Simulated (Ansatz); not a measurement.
The cluster PdS₂, relaxed as a singlet with RKS B3LYP-D4/def2-TZVP in Ansatz, starting from the GFN1-xTB geometry. Force threshold 0.02 eV/Å.

In the def2 sets Pd takes a core potential; there is no spin–orbit coupling. The restricted singlet is unstable towards broken spin symmetry at other levels; at B3LYP-D4/def2-TZVP this wasn't settled. At B3LYP-D4/def2-TZVP a triplet of charge 0 lies 0.14 eV below the restricted singlet, each at its own geometry. The structure comes from a short search, and lower isomers may exist.

Start:

```xyz
3

Pd   -0.238   -1.321   -0.063
S    -0.126    0.750   -0.936
S     0.364    0.571    0.999
```

Task: Estimate the energy that the relaxation releases and the steps that it takes.

Result: 0.04 eV, in 4 steps; 6.5 s on 2 threads of Arm Neoverse V2 on a shared host. No frequencies were taken in this run, so the end may be a saddle point.

Task: Does the start keep its bonding and symmetry?

Result: By distances, no bond broke or formed. The bond that changes most is Pd1–S2, from 2.25 to 2.31 Å (atoms count from 1). Point group C2v at the start, C2v at the end, both within 0.05 Å.

Task: Predict the relaxed structure.

Result: 
```
atom   x (Å)   y (Å)   z (Å)
 Pd1  -0.245  -1.360  -0.064
  S2  -0.124   0.770  -0.944
  S3   0.369   0.589   1.008
```
Bond lengths: 2 × Pd–S 2.31 Å; 1 × S–S 2.02 Å.
